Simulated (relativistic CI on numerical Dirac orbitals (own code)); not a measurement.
**Ir5+: 5d valence photoemission**

Computed with this model: Dirac-Coulomb-Breit CI, separate exchange-only KLI orbitals for each configuration, model QED (radiative potential, 1s self-energy scaled to tabulated hydrogen-like ionisation energies), valence Slater integrals scaled by 0.8, multiplet model of photoemission in the sudden approximation; configurations [Xe] 4f14 5d4 → [Xe] 4f14 5d3; 300 K; Lorentzian 0.3 eV and Gaussian 0.5 eV FWHM. Energies are those of the free ion, without screening or charge transfer. The energies are binding energies and can lie tens of eV above those of solids. S is read from ⟨S²⟩ = S(S + 1).

Field parameters in Wybourne normalisation: D4h B²₀ = −7Ds, B⁴₀ = 21(Dq − Dt), B⁴₄ = 21√(5/14) Dq. The field is a parameter set, without covalency.

free ion: ground-state S = 1.65, centroid 72.71 eV. Peaks (eV, height): 72.2 (100), 74.2 (20).

D4h, 10Dq = 38900, Ds = -1500, Dt = 460 cm⁻¹: ground-state S = 1.03, centroid 73.54 eV. Peaks (eV, height): 72.7 (100), 74.1 (52), 76.3 (6).

D4h, 10Dq = 38900, Ds = -600, Dt = 460 cm⁻¹: ground-state S = 1.03, centroid 73.51 eV. Peaks (eV, height): 72.6 (100), 74.3 (65), 76.1 (9).

D4h, 10Dq = 38900, Ds = 300, Dt = 460 cm⁻¹: ground-state S = 1.04, centroid 73.50 eV. Peaks (eV, height): 72.5 (100), 74.3 (76), 76.0 (10).

Strongest unbroadened transitions for D4h, 10Dq = 38900, Ds = 300, Dt = 460 cm⁻¹:

```tsv
Energy (eV)	Relative strength
72.54	100.0
74.22	38.7
74.33	36.5
74.61	0.1
74.62	1.0
75.96	8.7
76.23	0.3
76.38	0.4
78.33	0.4
78.46	0.2
78.61	0.3
78.62	0.1
78.91	0.1
80.16	0.2
80.38	0.1
80.49	0.2
80.85	0.1
80.90	0.1
```
